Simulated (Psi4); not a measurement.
Torsional profile of H6ClNSi2, SMILES N[SiH2][SiH2]Cl. Scanned: dihedral H5–N1–Si2–Si3; all other coordinates were relaxed at B3LYP-D3(BJ)/def2-SVP. Heavy atoms are numbered in the order of the SMILES N[SiH2][SiH2]Cl, hydrogens after them in the order of the atoms that carry them; the mirror image has the same energies with the sign of each dihedral reversed.

Levels: HF/cc-pVTZ // B3LYP-D3(BJ)/def2-SVP (Psi4); MP2/cc-pVTZ = Psi4 with DF-MP2 (frozen core)/cc-pVTZ // B3LYP-D3(BJ)/def2-SVP.

Energies relative to the lowest point of each profile, in kJ/mol:

```
φ / °  HF/cc-pVTZ
-----  ----------
-150          0.0
-120          1.1
-90           2.0
-60           0.0
-30           1.9
0             3.8
30            2.0
60            0.0
90            2.0
120           1.1
150           0.0
180           1.7
```

Q: What does MP2/cc-pVTZ give at the same points?

A: -150: 0.5; -120: 2.7; -90: 2.5; -60: 0.0; -30: 2.4; 0: 4.8; 30: 2.4; 60: 0.0; 90: 2.5; 120: 2.7; 150: 0.4; 180: 0.8 (kJ/mol).
